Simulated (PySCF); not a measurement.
Br4Ta (SMILES [Br][Ta]([Br])([Br])[Br]), doublet, at a GFN2-xTB geometry (such geometries of metal compounds can be far from the true shape) (the multiplicity is a formal guess) (core potentials on Ta); DF-SCAN/def2-SVP in PySCF.

Here is a job for PySCF.
```python
from pyscf import gto, scf, dft

mol = gto.Mole()
mol.atom = '''
    Ta    0.000000   -0.000000   -0.000000
    Br    1.622216   -0.615705   -1.730306
    Br    0.206856    0.401895    2.408387
    Br   -0.513265    2.280187   -0.736168
    Br   -1.315807   -2.066377    0.058087
'''
mol.basis = 'def2-svp'
mol.ecp = {'Ta': 'def2-svp'}
mol.charge = 0
mol.spin = 1
mol.verbose = 4
mol.build()

mf = dft.UKS(mol)
mf.xc = 'scan'
mf = mf.density_fit(auxbasis='def2-universal-jkfit')
mf.kernel()
```

Output, abridged:

```
PySCF version 2.14.0

[INPUT] verbose = 4
[INPUT] num. atoms = 5
[INPUT] num. electrons = 153
[INPUT] charge = 0
[INPUT] spin (= nelec alpha-beta = 2S) = 1
[INPUT] symmetry False subgroup None
[INPUT] Mole.unit = angstrom
[INPUT] Symbol           X                Y                Z      unit          X                Y                Z       unit  Magmom
[INPUT]  1 Ta     0.000000000000   0.000000000000   0.000000000000 AA    0.000000000000   0.000000000000   0.000000000000 Bohr   0.0
[INPUT]  2 Br     1.622216000000  -0.615705000000  -1.730306000000 AA    3.065543954887  -1.163513823525  -3.269804451692 Bohr   0.0
[INPUT]  3 Br     0.206856000000   0.401895000000   2.408387000000 AA    0.390901187223   0.759471480832   4.551191831963 Bohr   0.0
[INPUT]  4 Br    -0.513265000000   2.280187000000  -0.736168000000 AA   -0.969930279325   4.308928942794  -1.391155901669 Bohr   0.0
[INPUT]  5 Br    -1.315807000000  -2.066377000000   0.058087000000 AA   -2.486514862786  -3.904886600100   0.109768521398 Bohr   0.0

nuclear repulsion = 1376.34897003449
number of shells = 60
number of NR pGTOs = 353
number of NR cGTOs = 160
basis = def2-svp
ecp = {'Ta': 'def2-svp'}

******** <class 'pyscf.df.df_jk.DFUKS'> ********
method = DFUKS
initial guess = minao
damping factor = 0
level_shift factor = 0
DIIS = <class 'pyscf.scf.diis.CDIIS'>
diis_start_cycle = 1
diis_space = 8
diis_damp = 0
SCF conv_tol = 1e-09
SCF conv_tol_grad = None
SCF max_cycles = 50
direct_scf = False
number electrons alpha = 77  beta = 76
XC library pyscf.dft.libxc version 7.1.2
    S. Lehtola, C. Steigemann, M. J. T. Oliveira, and M. A. L. Marques,  SoftwareX 7, 1–5 (2018)
XC functionals = scan
    J. Sun, A. Ruzsinszky, and J. P. Perdew,  Phys. Rev. Lett. 115, 036402 (2015)
    J. Sun, A. Ruzsinszky, and J. P. Perdew,  Phys. Rev. Lett. 115, 036402 (2015)
radial grids:
    Treutler-Ahlrichs [JCP 102, 346 (1995); DOI:10.1063/1.469408] (M4) radial grids

becke partition: Becke, JCP 88, 2547 (1988); DOI:10.1063/1.454033
pruning grids: <function nwchem_prune>
grids dens level: 3
symmetrized grids: False
atomic radii adjust function: <function treutler_atomic_radii_adjust>
small_rho_cutoff = 0
Set gradient conv threshold to 3.16228e-05
tot grids = 105704
init E= -10336.8121447158

cycle= 1 E= -10351.3601833137  delta_E= -14.5  |g|= 2.03  |ddm|=  5.9
cycle= 2 E= -10348.6481889221  delta_E= 2.71  |g|= 2.58  |ddm|= 8.58
cycle= 3 E= -10353.4120058604  delta_E= -4.76  |g|= 0.304  |ddm|= 8.04
cycle= 4 E= -10353.4406569876  delta_E= -0.0287  |g|= 0.209  |ddm|= 0.665
cycle= 5 E= -10353.466504287  delta_E= -0.0258  |g|= 0.0259  |ddm|= 0.248
cycle= 6 E= -10353.4667449958  delta_E= -0.000241  |g|= 0.00591  |ddm|= 0.0349
cycle= 7 E= -10353.4667617848  delta_E= -1.68e-05  |g|= 0.00118  |ddm|= 0.0103
cycle= 8 E= -10353.4667632988  delta_E= -1.51e-06  |g|= 0.000695  |ddm|= 0.0037
cycle= 9 E= -10353.46676359  delta_E= -2.91e-07  |g|= 0.000538  |ddm|= 0.00194
cycle= 10 E= -10353.4667638046  delta_E= -2.15e-07  |g|= 0.000164  |ddm|= 0.00114
cycle= 11 E= -10353.4667638223  delta_E= -1.77e-08  |g|= 3.27e-05  |ddm|= 0.000242
cycle= 12 E= -10353.4667638231  delta_E= -7.8e-10  |g|= 1.41e-05  |ddm|= 7.06e-05
Extra cycle  E= -10353.4667638224  delta_E= 6.17e-10  |g|= 3.47e-05  |ddm|= 5.15e-05
converged SCF energy = -10353.4667638224  <S^2> = 0.754546  2S+1 = 2.0045408
```
